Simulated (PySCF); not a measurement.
5-methylidene-2H-1,3-oxazole (C4H5NO), SMILES N1=CC(=C)OC1.

Geometry optimised at ωB97X-D3(BJ)/def2-SVP. One conformer was computed; it need not be the lowest.

The numbers are results of B3LYP/def2-TZVP (PySCF), not measurements.

Symmetry labels are those of the subgroup Cs that the program uses (full group Cs).

Computed valence orbital energies around the gap with their symmetry:
```json
[
 {"orbital": "HOMO−7", "symmetry": "A'", "energy (eV)": "-12.55"},
 {"orbital": "HOMO−6", "symmetry": "A'", "energy (eV)": "-12.04"},
 {"orbital": "HOMO−5", "symmetry": "A'", "energy (eV)": "-11.32"},
 {"orbital": "HOMO−4", "symmetry": "A\"", "energy (eV)": "-10.34"},
 {"orbital": "HOMO−3", "symmetry": "A'", "energy (eV)": "-10.21"},
 {"orbital": "HOMO−2", "symmetry": "A\"", "energy (eV)": "-9.37"},
 {"orbital": "HOMO−1", "symmetry": "A'", "energy (eV)": "-8.22"},
 {"orbital": "HOMO", "symmetry": "A\"", "energy (eV)": "-6.49"},
 {"orbital": "LUMO", "symmetry": "A\"", "energy (eV)": "-1.51"},
 {"orbital": "LUMO+1", "symmetry": "A'", "energy (eV)": "1.25"},
 {"orbital": "LUMO+2", "symmetry": "A\"", "energy (eV)": "1.49"},
 {"orbital": "LUMO+3", "symmetry": "A'", "energy (eV)": "1.62"}
]
```
